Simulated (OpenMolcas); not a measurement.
Ag2+ (d9) on a cation site of an ionic host was computed by CASSCF with the d shell active (OpenMolcas, ANO-RCC-VTZP on the metal). Its lowest spin-free states, and all those of the highest spin:

```tsv
2S+1	Degeneracy	E (cm-1)
2	3	0.0
2	2	5035
```

Question: Is the site octahedral, tetrahedral or cube-like, axial, or of lower symmetry?

Answer: The states with 2S+1 = 2 have orbital degeneracies 3, 2. Threefold states need a cubic site. For d9 at this spin an octahedron puts the twofold E below the threefold T2 and a tetrahedron or cube puts the threefold T2 below the twofold E, so the site is a tetrahedron or a cube, which this pattern cannot tell apart. The first gap at this spin, 5040 cm-1, is |10Dq| in ligand-field theory. The run had Ag2+ with its 8 nearest fluoride ions at 2.375 Å, on the Ca site of CaF2 (a = 5.46294 Å, distance in the model lattice 2.366 Å). The rest of the host is ab initio model potentials to 7.6 Å and point charges beyond; the distance is set by hand and nothing relaxes. Ligand basis ANO-RCC-VDZP.

An orbital triplet at a regular site is open to Jahn-Teller coupling, which can distort the site and quench the lowest spin-orbit gaps and is left out. With metal d orbitals alone the field can be off either way by tens of per cent. Ligand-to-metal charge-transfer states are missing. No measured value stands beside these numbers; the geometry was set by hand and not optimised.
